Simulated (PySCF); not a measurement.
## Assignment exercise: C3H10B3N3

Cartesian coordinates in Å; atom numbers follow the order of the lines, from 1:
```xyz
19

B     2.630   -1.078   -0.017
N     1.686   -1.742    0.820
B     0.326   -1.329    0.931
N    -0.115   -0.205    0.159
C    -1.469    0.270    0.297
C    -2.328    0.455   -0.915
C    -2.620   -0.655    0.053
B     0.805    0.502   -0.683
N     2.154    0.044   -0.755
H     3.778   -1.449   -0.097
H     1.990   -2.541    1.361
H    -0.441   -1.916    1.659
H    -1.605    1.005    1.099
H    -2.995    1.319   -0.950
H    -1.890    0.182   -1.879
H    -2.378   -1.674   -0.261
H    -3.495   -0.578    0.703
H     0.444    1.463   -1.320
H     2.797    0.541   -1.357
```

PySCF 2.14.0 with density-fitted response routines calculation with coordinates at the PBE0-D3(BJ)/def2-SVP level and GIAO PBE0/pcSseg-1 shieldings; averaged over atoms made equivalent by symmetry, fast rotation or ring inversion, a single conformation, relativity neglected, isolated molecule.

References, each an isolated molecule treated in the same way: $^{13}$C and $^{1}$H vs TMS.

**Question.** Assign these signals to the numbered atoms. $^{13}$C{$^{1}$H} NMR (computed): δ 34.2 (CH), 10.8 (CH2).

**Answer.** 
| δ (ppm) | atoms | environment | reason |
| --- | --- | --- | --- |
| 34.2 | C5 | three-membered-ring carbon | deshielded by the electronegative neighbour |
| 10.8 | C6/C7 | three-membered-ring carbon | – |

**Question.** Assign these signals to the numbered atoms. $^{1}$H NMR (400 MHz, computed): δ 5.61 (br s, 2H), 4.98 (br, 2H), 4.70 (br, 1H), 2.81 (m, 1H), 0.76 (m, 2H), 0.49 (m, 2H).

**Answer.** 
| δ (ppm) | atoms | environment | reason |
| --- | --- | --- | --- |
| 5.61 | H11/H19 | hydrogen on a nitrogen bonded to 2 B, in a 6-membered ring | exchangeable, gas-phase position |
| 4.98 | H12/H18 | hydrogen on a boron bonded to 2 N, in a 6-membered ring | – |
| 4.70 | H10 | hydrogen on a boron bonded to 2 N, in a 6-membered ring | – |
| 2.81 | H13 | hydrogen on a three-membered-ring carbon | its carbon carries N, hence the downfield position |
| 0.76 | H14/H17 | hydrogen on a three-membered-ring carbon | – |
| 0.49 | H15/H16 | hydrogen on a three-membered-ring carbon | – |

Exchangeable OH/NH protons stand at their gas-phase positions; hydrogen bonding in a real sample shifts them, mostly to higher δ. Hydrogens on boron are broadened and split by $^{11}$B (spin 3/2, 80 %) and 10B (spin 3). Shifts are as computed. Against solution values, carbons near 30 ppm lie about +2 ppm off and those near 130 ppm about +5 ppm. Of 1211 compounds with measured shifts, 218 miss one by over three times the rms of a fit or turn the order of signals round; such compounds aren't used in these exercises. Multiplicities follow the n + 1 count of equivalent neighbours, as no J values were calculated; m marks all less simple cases, F and P coupling included.
